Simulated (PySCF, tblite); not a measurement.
Task: Write Cartesian coordinates for `C1(C(=O)O[C@@H](C)[C@H](O1)C)=O` as optimised with GFN2-xTB.

Result: 
```
atom  x, y, z in Å
C1    -0.900   -1.315   -0.665
C2    -0.359   -0.664    0.604
O3    -1.371    0.125    1.238
C4    -1.563    1.378    0.804
O5    -2.353    2.105    1.331
C6    -0.718    1.834   -0.406
O7    -1.121    2.644   -1.188
O8     0.493    1.278   -0.537
C9     0.859    0.237    0.370
C10    2.060   -0.483   -0.223
H11   -0.221   -2.092   -1.003
H12   -1.866   -1.764   -0.449
H13   -1.028   -0.583   -1.460
H14   -0.116   -1.433    1.345
H15    1.134    0.694    1.333
H16    2.341   -1.318    0.411
H17    1.826   -0.844   -1.220
H18    2.894    0.208   -0.297
```

Orientation and origin are arbitrary. Atoms count from 1 in this order. The 6-membered ring C2–O3–C4–C6–O8–C9 has internal angles of 107.8° to 118.3° (sum 686°, against 720° for a flat polygon); it is puckered, 0.24 Å rms from its mean plane, widest ring torsion 64°. O3 (ester single-bonded oxygen) is bent (angle 118.3°). The C–O distances run from 1.196 Å (C4=O5, drawn double) to 1.431 Å (C2–O3, drawn single), a spread of 0.235 Å. Of the pairs four or more bonds apart, C6···H13 is among the closest relative to their van der Waals radii: 2.65 Å, 92 % of the sum of Bondi's values.

Bonds between heavy atoms (Å): C1–C2 1.525, C2–O3 1.431, O3–C4 1.340, C4=O5 1.196, C4–C6 1.545, C6=O7 1.196, C6–O8 1.339, O8–C9 1.429, C9–C10 1.520, C2–C9 1.533.

The geometry is computed with GFN2-xTB (gas phase).

Point group: C1 (no symmetry element, even within 0.4 Å). Its GFN2-xTB frequencies are all real (lowest 75 cm⁻¹). The numbers are those of one conformer (C1–C2–O3–C4 -84°, C2–O3–C4–O5 -177°, O3–C4–C6–O7 150°, C4–C6–O8–C9 5°).
